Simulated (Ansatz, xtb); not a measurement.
Two conformers of F3H5NSi2+

Structure X: `F[SiH2][NH2+][SiH](F)F`, a singlet. Structure Y: `F[SiH2][NH2+][SiH](F)F`, a singlet. Both are isolated ions in the gas phase, relaxed with B3LYP-D3(BJ)/def2-SVP.

X (Å):

```xyz
11

F    -1.7383   -2.6719   -3.4432
F    -1.6159    1.1342   -0.1004
F     0.6108   -0.2411   -0.4074
N    -1.7002   -1.3735   -1.0802
Si   -0.6509   -1.8400   -2.6092
Si   -0.8847   -0.2532    0.1606
H     0.4136   -2.6945   -2.0691
H    -0.3324   -0.5487   -3.2308
H    -2.0248   -2.2470   -0.6361
H    -2.5625   -0.9149   -1.4186
H    -1.0126   -0.7865    1.5131
```

Y (Å):

```xyz
11

F    -1.8559   -0.8409    0.6474
F     2.5086   -0.0472   -0.6470
F     0.9265   -1.9272    0.2879
N     0.3467    0.6328    0.8149
Si   -1.0967   -0.0612    1.8334
Si    1.0034   -0.5392   -0.4917
H    -1.8477    1.1156    2.2933
H    -0.4795   -0.9568    2.8191
H     1.1381    0.8906    1.4277
H     0.0605    1.5187    0.3694
H     0.1985   -0.4388   -1.7031
```

Which of the two would you expect CCSD(T)/def2-SVP + ΔMP2/def2-TZVPP electronic energies to favour?

Too close to call at this level: CCSD(T)/def2-SVP + ΔMP2/def2-TZVPP gives E(Y) − E(X) = −0.17 kcal/mol.

How the difference moves with the method:

```json
{"level": "B3LYP-D3(BJ)/def2-SVP", "geometry": "B3LYP-D3(BJ)/def2-SVP", "E(Y) − E(X) (kcal/mol)": "−0.28", "departure from the last row (kcal/mol)": "−0.12", "job, with rough time for the two": "optimisation, 99 s"}
{"level": "HF/def2-SVP", "geometry": "B3LYP-D3(BJ)/def2-SVP", "E(Y) − E(X) (kcal/mol)": "−0.37", "departure from the last row (kcal/mol)": "−0.20", "job, with rough time for the two": "part of the CCSD(T) run"}
{"level": "MP2/def2-SVP", "geometry": "B3LYP-D3(BJ)/def2-SVP", "E(Y) − E(X) (kcal/mol)": "−0.31", "departure from the last row (kcal/mol)": "−0.15", "job, with rough time for the two": "part of the CCSD(T) run"}
{"level": "CCSD(T)/def2-SVP", "geometry": "B3LYP-D3(BJ)/def2-SVP", "E(Y) − E(X) (kcal/mol)": "−0.37", "departure from the last row (kcal/mol)": "−0.20", "job, with rough time for the two": "single point"}
{"level": "CCSD(T)/def2-SVP + ΔMP2/def2-TZVPP", "geometry": "B3LYP-D3(BJ)/def2-SVP", "E(Y) − E(X) (kcal/mol)": "−0.17", "departure from the last row (kcal/mol)": "", "job, with rough time for the two": "single point, 55 s"}
```

The largest departure from CCSD(T)/def2-SVP + ΔMP2/def2-TZVPP is that of CCSD(T)/def2-SVP, 0.20 kcal/mol. Levels run at GFN2-xTB geometries aren't shown. The last row adds to CCSD(T) the change of the MP2 difference between the two basis sets, here +0.20 kcal/mol.

With harmonic frequencies from B3LYP-D3(BJ)/def2-SVP (ideal gas, rigid rotor, one conformer each, 298.15 K, 1 atm): on the last row, ΔE + ΔZPE = −0.16 kcal/mol. A mode under 50 cm⁻¹ makes harmonic enthalpies and free energies unreliable, so none is given.

The correlated steps freeze 14 core orbitals. Codes used: Ansatz 0.2.0; the last row on 2 threads of Arm Neoverse V1 on a shared host.
